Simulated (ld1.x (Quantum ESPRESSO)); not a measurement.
**Varying the TM potential for indium (In)**

Base potential:

indium (In), norm-conserving Troullier–Martins (Kleinman–Bylander form), made with ld1.x (Quantum ESPRESSO) 7.5 (LDA (PZ), scalar-relativistic). Core [Kr], reference 4d10 5s2 5p0 (charge +1). Waves: 5s (bound): rc 1.90 bohr; 5p (bound, empty): rc 2.60 bohr; 4d (bound): rc 1.25 bohr; 4f channel at -0.15 Ry: rc 2.80 bohr. Local part: all-electron potential smoothed inside 1.90 bohr (lloc = -2). Core correction: none.

All-electron outer shells of the reference configuration (LDA (PZ), scalar-relativistic, ld1.x):

```csv
shell,level (eV),outermost node (bohr),outermost maximum (bohr)
4s,-127.02,0.41,0.77
4p,-85.61,0.42,0.82
4d,-26.25,0.40,0.94
5s,-15.31,1.02,2.11
5p,-8.70,1.13,2.61
```

Cutoffs, loose and tight: the cutoffs (Ry, on a coarse ladder) from which the occupation-weighted sum of valence levels, in a spherical-Bessel basis at the reference potential, stays within 10 and 1 mRy of its value at 400 Ry. They do not see the model core or the augmentation charge, which bear on the density cutoff. Test errors are all-electron minus pseudo excitation energies from the reference, over the configurations 4d10 5s2 5p1; 4d10 5s1 5p0; 4d10 5s0 5p0; 4d10 5s1 5p2; 4d9 5s2 5p2; 4d9 5s0 5p0; 4d10 5s0 5p3 (two spin-polarised tests are not counted in the largest error). A dash means not determined; rows that change the core or the reference have their own tests. The largest error is taken over the tests solved by every variant that gives reliable tests at all: 4d10 5s0 5p0; 4d10 5s0 5p3; 4d10 5s1 5p0; 4d10 5s1 5p2; 4d10 5s2 5p1; 4d9 5s2 5p2.

```tsv
change	outcome	cutoff, loose	cutoff, tight	bound ghosts	largest test error (meV)
base	generated	90 Ry	140 Ry	none	-195
wave 4d (bound): rc 1.25 bohr becomes 4d (bound): rc 0.84 bohr	generated	230 Ry	over 300 Ry	none	-193
wave 4d (bound): rc 1.25 bohr becomes 4d (bound): rc 0.96 bohr	generated	120 Ry	180 Ry	none	-195
wave 4d (bound): rc 1.25 bohr becomes 4d (bound): rc 1.16 bohr	generated	90 Ry	140 Ry	none	-195
wave 4d (bound): rc 1.25 bohr becomes 4d (bound): rc 1.26 bohr	generated	90 Ry	140 Ry	none	-195
wave 4d (bound): rc 1.25 bohr becomes 4d (bound): rc 1.40 bohr	generated	90 Ry	140 Ry	none	-193
wave 4d (bound): rc 1.25 bohr becomes 4d (bound): rc 1.66 bohr	generated	80 Ry	120 Ry	none	-183
wave 4d (bound): rc 1.25 bohr becomes 4d (bound): rc 1.78 bohr	generated	70 Ry	110 Ry	none	-171
wave 4d (bound): rc 1.25 bohr becomes 4d (bound): rc 1.88 bohr	generated	70 Ry	110 Ry	none	-160
```

Task: What comes out with this change to the base: wave 4d (bound): rc 1.25 bohr becomes 4d (bound): rc 1.56 bohr?

Result: outcome: generated; cutoff, loose: 80 Ry; cutoff, tight: 140 Ry; bound ghosts: none; largest test error (meV): -189.

Task: What comes out with this change to the base: wave 4d (bound): rc 1.25 bohr becomes 4d (bound): rc 1.02 bohr?

Result: outcome: generated; cutoff, loose: 110 Ry; cutoff, tight: 140 Ry; bound ghosts: none; largest test error (meV): -195.

Reading the sweep of the d radius (base included, trends over the rows without a ghost): The loose cutoff falls from 230 Ry at 0.84 to 70 Ry at 1.88 bohr. A larger radius leaves more room for a smooth pseudo-wave, so fewer plane waves are needed; a smaller one forces it to follow the all-electron wave where it bends sharply. The median size of the test errors (rows with all tests solved) stays near 2.5 meV.
